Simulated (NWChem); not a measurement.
Species: CH6OSi2; SMILES C1O[SiH2][SiH2]1

```xyz
10

C      1.3614     0.4903     0.0000
O      1.0611    -0.9361     0.0000
Si    -0.6249    -1.0759     0.0000
Si    -0.4309     1.2508     0.0000
H      1.9585     0.7348     0.8864
H      1.9585     0.7348    -0.8864
H     -1.1507    -1.7889    -1.2000
H     -1.1507    -1.7889     1.2000
H     -0.7847     2.0477     1.2085
H     -0.7847     2.0477    -1.2085
```
Atoms are numbered in this order, from 1.

All runs: NWChem. Pople sets run with spherical d functions. Structure relaxed at the B3LYP/6-31G* (spherical d) level. Level: B3LYP/6-31G* with SMD (1 M gas to 1 M solution), gas-phase geometry. Reactions with the solvent are ignored.

For solvent water:

```
Item                                         Value
-------------------------------------------  -----
solvation free energy (kcal/mol)              -0.4
cavity-dispersion-structure term (kcal/mol)    3.1
dipole in solution (D)                        2.05
```

**Question.** What are these values for solvent toluene?

**Answer.** 
- solvation free energy (kcal/mol): -1.9
- cavity-dispersion-structure term (kcal/mol): -0.8
- dipole in solution (D): 1.66
